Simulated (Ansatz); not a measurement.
`[CH3][Sn][Cl]` + HCl → `[Cl][Sn][Cl]` + CH₄ at 298.15 K and 1 bar (ligand exchange at the Sn–C bond).

Computed with Ansatz on PBE0-D4/def2-TZVP structures; ΔE is electronic, products minus reactants. CCSD(T)/CBS adds triple-zeta CCSD(T) − MP2 to the extrapolated MP2 energy (def2 sets, frozen cores). This one scheme is used for every species. def2 core potentials past Kr. For Sn outer-core shells are correlated without core-valence functions, which leaves a few kJ/mol of doubt a bond.

| species | CCSD(T)/CBS energy (Eh) | H − E (kJ/mol) | S (J/(mol·K)) |
| --- | --- | --- | --- |
| `[CH3][Sn][Cl]` | -713.71101 | 109.8 | 322.6 |
| HCl | -460.38127 | 26.6 | 186.8 |
| `[Cl][Sn][Cl]` | -1133.69328 | 18.5 | 305.8 |
| CH₄ | -40.46206 | 127.4 | 186.2 |

H − E and S are ideal-gas, rigid-rotor, harmonic terms from PBE0-D4/def2-TZVP. 1 Eh = 2625.50 kJ/mol, R = 8.31446 J/(mol·K).

Question: By hand: ΔE, ΔH, ΔS and ΔG.

Answer: ΔE = (-1133.69328) + (-40.46206) − (-713.71101) − (-460.38127) = -0.06306 Eh = -165.6 kJ/mol. Δ(H − E) = 18.5 + 127.4 − 109.8 − 26.6 = 9.5, so ΔH = -156.1 kJ/mol. ΔS = 305.8 + 186.2 − 322.6 − 186.8 = -17.4 J/(mol·K). ΔG = -156.1 − 298.15 × (-17.4)/1000 = -150.9 kJ/mol.

Question: By hand: the equilibrium constant, and the temperature at which ΔG would vanish if ΔH and ΔS stayed fixed.

Answer: log₁₀ K = −ΔG/(RT ln 10) = 26.4. ΔG = 0 at ΔH/ΔS = 8971 K, far beyond where these terms or the molecules hold.

ΔH outweighs TΔS. A doubt of 5 kJ/mol in ΔE shifts log₁₀ K by 0.9 here. These are equilibria of isolated gas molecules and say nothing of rates. Largest T1 diagnostic: 0.014 (customary marks: 0.02 for closed shells, 0.045 for open ones).
